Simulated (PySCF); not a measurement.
Computed IR spectrum (relative IR intensity) of a molecule C2H4FNOSi. Geometry optimised at ωB97X-D3(BJ)/def2-SVP. The values are those of a single conformer. All values below come from ωB97X-D3(BJ)/def2-SVP in PySCF 2.14.0. Frequencies are harmonic and unscaled.

Lines under 2 % of the strongest are left out, and lines within 2 cm⁻¹ are merged.

```csv
ν (cm⁻¹),relative intensity
63,4.7
174,15
241,19
258,39
297,29
540,12
617,20
694,36
785,19
843,90
896,77
923,100
968,65
1000,10
1105,47
1199,17
1336,4.3
2284,55
2319,57
2426,2.9
3931,82
```

### Question
Which molecule gave these data?
(A) N#CO[SiH2]CF
(B) N#C[C@@H](F)[SiH2]O
(C) F[SiH2][C@H]1N=CO1
(D) O[Si@@H]1C=N[C@@H]1F

### Answer
B, N#C[C@@H](F)[SiH2]O
